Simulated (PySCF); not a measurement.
Compound: C5H3ClO2.
SMILES with atom numbers: `[O:1]=[C:2]([Cl:3])[c:4]1[cH:5][cH:6][cH:7][o:8]1` (hydrogens: H9 on C5; H10 on C6; H11 on C7)

The same species was optimised twice, with GFN2-xTB and with PBE0-D3(BJ)/def2-SVP (PySCF), and the same property calculations (PySCF, gas phase) were run on both structures.

```json
{"coordinate": "C5–C6 (Å)", "GFN2-xTB": "1.404", "PBE0-D3(BJ)/def2-SVP": "1.419", "change": "+0.015"}
{"coordinate": "C2–C4 (Å)", "GFN2-xTB": "1.442", "PBE0-D3(BJ)/def2-SVP": "1.456", "change": "+0.014"}
{"coordinate": "C7–O8 (Å)", "GFN2-xTB": "1.328", "PBE0-D3(BJ)/def2-SVP": "1.337", "change": "+0.009"}
{"coordinate": "C4–C5 (Å)", "GFN2-xTB": "1.382", "PBE0-D3(BJ)/def2-SVP": "1.374", "change": "-0.008"}
{"coordinate": "C2–Cl3 (Å)", "GFN2-xTB": "1.770", "PBE0-D3(BJ)/def2-SVP": "1.775", "change": "+0.005"}
{"coordinate": "O1=C2 (Å)", "GFN2-xTB": "1.192", "PBE0-D3(BJ)/def2-SVP": "1.190", "change": "-0.002"}
{"coordinate": "C6–C7 (Å)", "GFN2-xTB": "1.370", "PBE0-D3(BJ)/def2-SVP": "1.370", "change": "0.000"}
{"coordinate": "C4–O8 (Å)", "GFN2-xTB": "1.350", "PBE0-D3(BJ)/def2-SVP": "1.351", "change": "+0.001"}
{"coordinate": "O1–C2–C4 (°)", "GFN2-xTB": "127.2", "PBE0-D3(BJ)/def2-SVP": "124.6", "change": "-2.6"}
{"coordinate": "Cl3–C2–C4 (°)", "GFN2-xTB": "112.1", "PBE0-D3(BJ)/def2-SVP": "113.5", "change": "+1.4"}
{"coordinate": "O1–C2–Cl3 (°)", "GFN2-xTB": "120.7", "PBE0-D3(BJ)/def2-SVP": "121.9", "change": "+1.2"}
{"coordinate": "C2–C4–O8 (°)", "GFN2-xTB": "121.7", "PBE0-D3(BJ)/def2-SVP": "121.1", "change": "-0.6"}
{"coordinate": "C5–C4–O8 (°)", "GFN2-xTB": "109.7", "PBE0-D3(BJ)/def2-SVP": "110.1", "change": "+0.4"}
{"coordinate": "C6–C7–O8 (°)", "GFN2-xTB": "111.2", "PBE0-D3(BJ)/def2-SVP": "110.9", "change": "-0.3"}
{"coordinate": "C2–C4–C5 (°)", "GFN2-xTB": "128.6", "PBE0-D3(BJ)/def2-SVP": "128.8", "change": "+0.2"}
{"coordinate": "C5–C6–C7 (°)", "GFN2-xTB": "105.7", "PBE0-D3(BJ)/def2-SVP": "105.6", "change": "-0.1"}
{"coordinate": "O1–C2–C4–C5 (°)", "GFN2-xTB": "0", "PBE0-D3(BJ)/def2-SVP": "0", "change": "0"}
```

Rotational constants: A = 3925, B = 1290, C = 971.0 MHz (GFN2-xTB) against A = 3914, B = 1273, C = 960.4 MHz (PBE0-D3(BJ)/def2-SVP). Point groups within 0.08 Å: Cs and Cs.

On the GFN2-xTB structure: HOMO (eV) -7.67 [PBE0/pcSseg-1]; LUMO (eV) -2.17 [PBE0/pcSseg-1]; dipole (D) 4.53 [PBE0/pcSseg-1]; GIAO shielding of O1 (ppm) -201.2 [PBE0/pcSseg-1]; GIAO shielding of C2 (ppm) 22.8 [PBE0/pcSseg-1]; GIAO shielding of Cl3 (ppm) 523.2 [PBE0/pcSseg-1]; GIAO shielding of C4 (ppm) 35.3 [PBE0/pcSseg-1]; GIAO shielding of C5 (ppm) 56.7 [PBE0/pcSseg-1]; GIAO shielding of C6 (ppm) 66.1 [PBE0/pcSseg-1]; GIAO shielding of C7 (ppm) 32.4 [PBE0/pcSseg-1]; GIAO shielding of O8 (ppm) 19.4 [PBE0/pcSseg-1].

Task: What do these properties become on the PBE0-D3(BJ)/def2-SVP structure?

Result: 
```tsv
property	level	on GFN2-xTB	on PBE0-D3(BJ)/def2-SVP	change
HOMO (eV)	PBE0/pcSseg-1	-7.67	-7.67	0.00
LUMO (eV)	PBE0/pcSseg-1	-2.17	-2.13	+0.04
dipole (D)	PBE0/pcSseg-1	4.53	4.32	-0.21
energy, GFN2-xTB geometry as zero (kcal/mol)	PBE0/pcSseg-1	0.0	-0.7	-0.7
GIAO shielding of O1 (ppm)	PBE0/pcSseg-1	-201.2	-206.7	-5.5
GIAO shielding of C2 (ppm)	PBE0/pcSseg-1	22.8	21.6	-1.2
GIAO shielding of Cl3 (ppm)	PBE0/pcSseg-1	523.2	520.3	-2.9
GIAO shielding of C4 (ppm)	PBE0/pcSseg-1	35.3	34.8	-0.5
GIAO shielding of C5 (ppm)	PBE0/pcSseg-1	56.7	57.3	+0.6
GIAO shielding of C6 (ppm)	PBE0/pcSseg-1	66.1	65.2	-0.9
GIAO shielding of C7 (ppm)	PBE0/pcSseg-1	32.4	31.8	-0.6
GIAO shielding of O8 (ppm)	PBE0/pcSseg-1	19.4	19.7	+0.3
```

The heavy atoms differ by 0.018 Å rms after alignment. Among bonds between heavy atoms C2–C4 and C5–C6 change most and about equally (+0.014 to +0.015 Å). Changes are differences of the printed values. Neither structure is proved a minimum here.

The values belong to the conformer `[O:1]=[C:2]([Cl:3])[c:4]1[cH:5][cH:6][cH:7][o:8]1`: O1–C2–C4–C5 0°.
